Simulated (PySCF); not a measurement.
Working with the constants of ZnSb

PBE0 constants of ZnSb, ⁴Σ⁻ (quartet), unpaired electrons σ ↑, π ↑↑ (basis Zn def2-SVP, Sb def2-SVP with ECP28; scalar-relativistic core potentials; PySCF 2.14; masses 63.9291 and 120.9038 u):

```
ωe            : 123.6 cm⁻¹
ωexe          : 1.21 cm⁻¹
Be            : 0.051812 cm⁻¹
αe            : 0.000476 cm⁻¹
De to Zn + Sb : 0.355 eV
```

(1) What force constant and bond length do these constants imply?

(2) Estimate the centrifugal constant D from the Kratzer relation and find the Dunham coefficient a1.

The bond is weak. Basis-set superposition, not corrected here, can be much of De in a small basis, most of all at correlated wavefunction levels. Functionals without a dispersion term scatter widely for such bonds, and LDA overbinds them. Spin–orbit coupling is left out, which matters for elements this heavy, above all for dissociation energies. The state was picked by a PBE0 search and need not be the measured ground state.

Results:

(1) Reduced mass μred = 41.818 u; k = 5.8918×10⁻⁷·μred·ωe² (u, cm⁻¹, mdyn/Å) = 0.376 mdyn/Å; Re = √(16.8576/(μred·Be)) (u, cm⁻¹, Å) = 2.789 Å.

(2) D = 4Be³/ωe² = 3.64e-08 cm⁻¹; a1 = −1 − αeωe/(6Be²) = -4.65.
